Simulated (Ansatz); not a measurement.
Isomers of C₂H₈B₂, relaxed with PBE0-D4/def2-TZVP in Ansatz; electronic energies, one conformer each and not always the lowest. Functionals use def2-TZVPP; CBS adds triple-zeta CCSD(T) − MP2 to the MP2 limit of def2-TZVPP and def2-QZVPP.

Q: Order them by energy at frozen-core CCSD(T)/CBS, lowest first. (Best estimate.)
A. `BC(B)C`
B. `BCBC`
C. `BCCB`
D. `BBCC`
E. `CBBC`

A: B (0.0 kJ/mol), E (32.3 kJ/mol), A (59.9 kJ/mol), C (64.6 kJ/mol), D (85.2 kJ/mol).

Q: How do r2SCAN-D4, B3LYP, HF/CBS(def2), MP2/CBS(def2) place them (kJ/mol, against `BCBC`)? (An estimate is asked.)

A: The calculation gave: 
| isomer | r2SCAN-D4 | B3LYP | HF/CBS(def2) | MP2/CBS(def2) |
| --- | --- | --- | --- | --- |
| `CBBC` | 26.9 | 24.1 | 30.3 | 38.2 |
| `BC(B)C` | 65.6 | 63.5 | 59.0 | 60.3 |
| `BBCC` | 84.3 | 80.0 | 79.2 | 92.6 |
| `BCCB` | 63.1 | 80.3 | 109.7 | 55.5 |

B3LYP here is the variant with VWN-RPA as its local correlation; programs differ in this.
